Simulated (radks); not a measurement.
Neutral tantalum inside a hard spherical wall (all orbitals vanish at R), configuration held at [Xe] 4f14 5d3 6s2 and not refilled when levels cross. Method: scalar-relativistic Kohn-Sham, PBE, spin-polarised, spherical densities, finite nucleus; open shells are filled with parallel spins first (spin-orbit coupling, left out, can overturn this in heavy ions); Fermi nuclear charge, rms radius 5.3507 fm; computed with a radial shooting solver on a logarithmic mesh with Libxc functionals. Eigenvalues in eV for spin up, with the zero of energy where the potential of the charges vanishes at infinity; a dash marks a level that is unbound or too diffuse for the functional's potential to be trusted. A positive occupied level is held by the wall or, in an anion where self-interaction has pushed it up, behind a barrier. The pressure on the wall is -dE/dV.

R (bohr)  E (hartree)  kinetic (hartree)    e(5p)    e(4f)   e(6s)   e(5d)  e(6p, empty)  e(7s, empty)  pressure (GPa)
free      -15602.3310          17136.803  -39.822  -24.546  -5.872  -4.207        -1.590             -               0
12        -15602.3310          17136.804  -39.816  -24.540  -5.867  -4.201        -1.557         0.679         0.00115
10        -15602.3304          17136.809  -39.773  -24.497  -5.835  -4.163        -1.449         1.628          0.0168
6         -15602.2702          17137.173  -38.161  -22.823  -4.399  -2.738         1.223        12.721            4.56
5         -15602.1350          17137.805  -36.165  -20.679  -2.129  -0.887         4.832        24.126            21.9
3.5       -15601.0104          17142.135  -28.366  -11.749  12.019   7.819        25.099        76.870             354
3         -15599.5547          17147.546  -22.298   -4.530  27.406  15.713        45.382        123.44            1140
2.5       -15595.8059          17161.255  -10.406    9.130  61.673  31.840        87.556        213.14            4520
2         -15584.3236          17201.003   18.393   38.205  147.75  70.406        186.51        408.77           23500
1.5       -15539.8030          17342.151   111.31   110.51  404.31  187.11        465.53        921.79          182000
